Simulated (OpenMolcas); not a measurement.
Co3+ among 3 point charges of -1.5 e arranged as a planar triangle (D3h).

```
Program             : OpenMolcas
Method              : CASSCF
Basis               : ANO-RCC-VDZP [5s4p2d1f]
Scalar Hamiltonian  : DKH2, point nucleus
Active space        : 6 electrons in 5 orbitals (3d)
State averaging     : 2S+1 = 5 even, 5 roots; 2S+1 = 3 even, 45 roots; 2S+1 = 1 even, 50 roots
Spin-orbit coupling : state interaction with AMFI integrals over the reference wave functions
```

All point charges move together. At R = 2.04 Å the first state of the same spin is 1058 cm-1, and at R = 2.22 Å it is 858 cm-1.

Problem. A third run gives 1295 cm-1. What distance was it run at?

Solution. With a power law R^-n the two known points give n = -ln(858 / 1058) / ln(2.22 / 2.04) = 2.48. Then R = 2.04 × (1058 / 1295)^(1/2.48) = 1.880 Å. The run was at 1.88 Å, so the estimate is off by 0 Å.

Without dynamic correlation the repulsion within the d shell is too large (B by tens of per cent), so at a given field states of lower spin stand too high. Point charges give a weaker field than real ligands, and real ions of this kind are often low spin; the high spin found here belongs to the model. The ground term spreads over less than 5000 cm-1, several times less than with real ligands, so orbital moments are less quenched and χT lies further from the spin-only value than at real sites (holds for R = 2.22). This is an electrostatic model: the charges have no orbitals. An unlabelled pair can be two single states that coincide in this model. No measured value stands beside these numbers.
